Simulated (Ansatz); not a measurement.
CH2N (SMILES C=[N]), charge 0, multiplicity 2, relaxed at each level with Ansatz (an electronic-structure program); harmonic frequencies from differences of analytic forces, average atomic masses, frozen cores. Open shells are unrestricted.

```
level               C1–N2 (Å)  C1–H3 (Å)  C1–H4 (Å)  N2–C1–H3 (°)  N2–C1–H4 (°)  H3–C1–H4 (°)  dipole (D)
------------------  ---------  ---------  ---------  ------------  ------------  ------------  ----------
HF/def2-TZVPP          1.2498     1.0819     1.0819         120.7         120.7         118.6        2.45
PBE/def2-TZVPP         1.2447     1.1082     1.1082         121.9         121.9         116.2        2.44
r2SCAN/def2-TZVPP      1.2392     1.0991     1.0991         121.6         121.6         116.9        2.47
B3LYP/def2-TZVPP       1.2376     1.0975     1.0975         121.6         121.6         116.8        2.49
PBE0/def2-TZVPP        1.2368     1.0978     1.0978         121.4         121.4         117.2        2.47
wB97X-V/def2-TZVPP     1.2389     1.0981     1.0981         121.2         121.2         117.6        2.51
MP2/cc-pVTZ            1.2132     1.0926     1.0926         121.2         121.2         117.5        2.63
CCSD(T)/cc-pVDZ        1.2654     1.1101     1.1101         121.4         121.4         117.1        2.23
```

Doubts at one or more of the structures used: a spin-contaminated determinant (HF/def2-TZVPP, CCSD(T)/cc-pVDZ).
